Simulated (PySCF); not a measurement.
**Structure from 2D NMR**

Compound of formula C6H9N3Si. Correlations simulated from computed shifts and the bond graph:

HSQC (one-bond C–H):
| δH | δC |
| --- | --- |
| 7.86 | 145.9 |
| 7.16 | 125.4 |
| 0.67 | -1.0 |

COSY cross peaks (H two or three bonds apart, from the bond graph; peaks can be absent where the dihedral angle is near 90°):
| δH | δH |
| --- | --- |
| 7.86 | 7.16 |
| 5.65 | 0.67 |

HMBC (two and three bonds, from the bond graph):
| δH | δC |
| --- | --- |
| 7.86 | 125.4, 123.7 |
| 7.16 | 145.9, 123.7, 119.0 |
| 5.65 | 123.7, -1.0 |
| 0.67 | -1.0 |

Carbons without hydrogens: δ 123.7, 119.0.

How the numbers were obtained: geometry from GFN2-xTB, GIAO PBE0/pcSseg-1 shieldings, in PySCF (no solvent model, fast rotation and ring inversion assumed for equivalent nuclei, non-relativistic, one computed conformer).

Chemical shifts δ = σref − σ; TMS for 1H (31.72 ppm) and 13C (186.93 ppm), all at this level.

Exchangeable hydrogens are left out of these lists.

Work out the connectivity.

## Answers

`C[SiH](C)n1nccc1C#N`.

Atom-mapped SMILES (the numbers label the heavy atoms): `[CH3:1][SiH:2]([CH3:3])[n:4]1[n:5][cH:6][cH:7][c:8]1[C:9]#[N:10]`. Hydrogens are named by the atom that carries them.

δC 145.9 is C6, an aromatic CH next to a ring nitrogen (δH 7.86). δC 125.4 is C7, an aromatic CH (δH 7.16). δC 123.7 is C8, a substituted aromatic carbon next to a ring nitrogen. δC 119.0 is C9, a nitrile carbon. δC -1.0 is C1/C3, a methyl carbon bonded to Si (δH 0.67). HMBC from δH 7.86 reaches the proton-free carbon C8. HMBC from δH 7.16 reaches the proton-free carbons C8, C9. HMBC from δH 5.65 reaches the proton-free carbon C8. COSY links 7.86–7.16, 5.65–0.67.

The shifts were computed for this structure.

Shifts are as computed. Against solution values, carbons near 30 ppm lie about +3 ppm off and those near 130 ppm about +5 ppm. Of 1211 compounds with measured shifts, 218 miss one by over three times the rms of a fit or turn the order of signals round; such compounds aren't used in these exercises.
